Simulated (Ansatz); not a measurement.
Reaction (redistribution): `[NH2][Nb]([NH2])([OH])=[S]` + `[F][Sn]([F])([Cl])[Cl]` → `[NH2][Nb]([OH])([F])=[S]` + `[NH2][Sn]([F])([Cl])[Cl]`

Program: Ansatz. Geometries: PBE0-D4/def2-TZVP. ΔE: electronic, gas phase. CCSD(T)/CBS is the MP2 limit (def2-TZVPP, def2-QZVPP) plus CCSD(T) − MP2 in def2-TZVPP, frozen cores. Functionals use def2-TZVPP. HSE06 is defined as in plane-wave codes. Elements past krypton have def2 core potentials. For Nb, Sn outer-core shells are correlated without core-valence functions, which leaves a few kJ/mol of doubt a bond. One conformer a species, not always the lowest.

| species | HSE06-D4 energy (Eh) |
| --- | --- |
| `[NH2][Nb]([NH2])([OH])=[S]` | -642.83188 |
| `[F][Sn]([F])([Cl])[Cl]` | -1334.15275 |
| `[NH2][Nb]([OH])([F])=[S]` | -686.74282 |
| `[NH2][Sn]([F])([Cl])[Cl]` | -1290.26391 |

Work out ΔE.

ΔE = (-686.74282) + (-1290.26391) − (-642.83188) − (-1334.15275) = -0.02210 Eh = -58.0 kJ/mol. CCSD(T)/CBS gives -52.6 kJ/mol.

Largest T1 diagnostic among the species: 0.023, so the coupled-cluster value is less sure than usual.

Leaving LDA and LC-ωPBE aside and taking each functional with its dispersion term where it has one, the values, not all of them listed here, spread over 4.6 kJ/mol, from ωB97X-V to B97M-V.
